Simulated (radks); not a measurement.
Coulomb parameter of the 4f shell of the samarium ion Sm+ in the model configuration [Xe] 4f5 6s1 6p1, as a second difference U = [E(n + 0.5) + E(n - 0.5) - 2 E(n)] / (0.5)^2 with all orbitals relaxed. "Bare": the charge of the atom changes with n. "Screened": the 6p shell takes up the change at fixed total charge, which measures U(4f,4f) + U(6p,6p) - 2 U(4f,6p). All-electron calculation, Dirac Kohn-Sham, PBEsol, spin-unpolarised, spherical densities, finite nucleus; open shells are shared between the two j in proportion to 2j + 1; Fermi nuclear charge, rms radius 5.0819 fm. Program: a radial shooting solver on a logarithmic mesh with Libxc functionals.

| case | configuration | E - E(n) (eV) |
|---|---|---|
| start | [Xe] 4f5 6s1 6p1 | 0.000 |
| bare +0.5 | [Xe] 4f5.5 6s1 6p1 | -6.944 |
| bare -0.5 | [Xe] 4f4.5 6s1 6p1 | 10.891 |
| screened +0.5 | [Xe] 4f5.5 6s1 6p0.5 | -4.381 |
| screened -0.5 | [Xe] 4f4.5 6s1 6p1.5 | 6.495 |

U(bare) = 15.787 eV, U(screened by 6p) = 8.456 eV, against the Slater integral F0(4f,4f) = 27.626 eV with frozen orbitals.
